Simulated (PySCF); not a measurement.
Nb(NH)(F)2(OH) (F2H2NNbO), SMILES [NH]=[Nb]([F])([F])[OH], multiplicity 1. Heavy atoms are numbered as in [Nb:1](=[NH:2])([F:4])([F:5])[OH:6]. Hydrogens are named by the atom that carries them.

Coordinates come from a B3LYP-D3(BJ)/def2-SVP optimisation. The spin state was assumed, not searched. The structure was generated by enumeration; whether it is a known compound was not checked. The def2 effective core potentials stand for the cores of Nb; spin–orbit coupling is left out. Other conformers were not sampled.

These are ωB97X/def2-TZVP in PySCF values and carry that method's errors.

ESP charges are fitted to the potential on shells at 1.4 to 2.0 van der Waals radii. Atomic charges (e), one atom of each kind:

```csv
atom,Löwdin,ESP fit,Mulliken
Nb1,0.91,1.79,___
N2 (NH),-0.38,-1.11,___
H on N2,0.15,0.50,___
F4,-0.27,-0.42,-0.48
O6 (OH),-0.32,-0.80,-0.74
H on O6,0.18,0.46,0.36
```

### Question
Fill in the missing entries. (The exact figures need the calculation; the answer reports its results.)

### Answer

- Nb1, Mulliken: 1.83
- N2 (NH), Mulliken: -0.75
- H on N2, Mulliken: 0.25
